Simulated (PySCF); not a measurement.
## Electron correlation in Xe³⁷⁺ (xenon, charge +37)

[Ne] 3s2 3p5, 2P determinant. All numbers are calculated (PySCF 2.14, the non-relativistic Hamiltonian (point nucleus), in an even-tempered Gaussian basis (16 s from 6.2 bohr⁻², ratio 2.5; 10 p from 8.1 bohr⁻², ratio 2.5; 5 d from 37 bohr⁻², ratio 2.7; 4 f from 55 bohr⁻², ratio 2.7)). Frozen: 1s2; 15 electrons correlated; the 17 highest virtual orbitals of each spin left out.

| level | correlation energy (mhartree) |
| --- | --- |
| CCSD | -594.04 |
| (T) | -1.28 |
| CCSD(T) | -595.32 |

Diagnostics: T1 = 0.00065, D1 = 0.0031, largest double amplitude 0.024.

Is a single reference adequate?

Yes, within this model without spin-orbit coupling: T1 lies below 0.03 and no double amplitude reaches 0.07.

At this charge a non-relativistic calculation is a model, useful for the Z dependence of the correlation energy.
